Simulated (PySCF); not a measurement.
Al(Cl)(Me)(OSiH3) (CH6AlClOSi), SMILES [CH3][Al]([Cl])[O][SiH3]. Atoms are numbered in the order given.

```xyz
11

Al     0.4024     0.6839     0.0000
Cl    -1.4422     1.7118     0.0000
C      2.0759     1.6583     0.0000
H      2.9459     0.9836     0.0000
H      2.1439     2.3130    -0.8850
H      2.1439     2.3130     0.8850
O      0.3354    -1.0094     0.0000
Si    -0.1556    -2.5882     0.0000
H      0.3693    -3.2794    -1.2133
H      0.3693    -3.2794     1.2133
H     -1.6450    -2.6817     0.0000
```

Geometry: B3LYP-D3(BJ)/def2-SVP. The structure was generated by enumeration; whether it is a known compound was not checked. One conformer was computed; it need not be the lowest.

Calculation: PySCF with IEF-PCM-M06-2X/def2-SVP.

The values are the electrostatic part of the solvation free energy, E(continuum) − E(gas) at the gas-phase geometry, in a cavity of scaled van der Waals radii (PySCF's table); cavitation and dispersion terms are not included. A continuum can't describe solvent molecules that bind to the metal. In vacuum the orbital gap is 10.15 eV. The dipole moment in vacuum is 1.66 D.

| solvent | ε | ΔG(elec) (kcal/mol) | dipole (D) | gap (eV) |
|---|---|---|---|---|
| water | 78.36 | -4.5 | 2.03 | 10.39 |
| cyclohexanone | 15.62 | -4.1 | 2.01 | 10.38 |
| ethanol | 24.85 | -4.3 | 2.02 | 10.39 |
